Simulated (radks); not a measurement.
Cr3+, configuration [Ar] 3d3.

Method: Dirac Kohn-Sham, BLYP, spin-unpolarised, spherical densities, finite nucleus; open shells fill j = l - 1/2 first; Fermi nuclear charge, rms radius 3.6452 fm; computed with a radial shooting solver on a logarithmic mesh with Libxc functionals.

Energy parts (eV):
| part | energy |
|---|---|
| total | -28541.108 |
| kinetic | 28880.260 |
| electron-nucleus | -67331.667 |
| Hartree | 11212.668 |
| exchange-correlation | -1302.369 |

Orbitals (lengths in bohr, moments of r in powers of bohr; <r^-3> diverges for s and p1/2; r(max) is where P^2 peaks):
orbital  occ.  eigenvalue (eV)  <r^-3>      <r>   r(max)
1s1/2       2        -5921.558       -  0.06355  0.04160
2s1/2       2        -707.4840       -   0.2930   0.2436
2p1/2       2        -606.9574       -   0.2579   0.1961
2p3/2       4        -598.3046   354.6   0.2608   0.1984
3s1/2       2        -112.4437       -   0.8879   0.7722
3p1/2       2         -84.2796       -   0.9330   0.7853
3p3/2       4         -83.2032   44.40   0.9411   0.7920
3d3/2       3         -39.1399   3.989    1.110   0.7890
3d5/2       0         -39.0296   3.935    1.113   0.7911

The highest occupied level is 3d3/2 at -39.140 eV. Summed over all electrons, <r^2> = 13.36 bohr^2, which gives a Langevin (diamagnetic) susceptibility term of -10.6 x 10^-6 cm^3/mol.
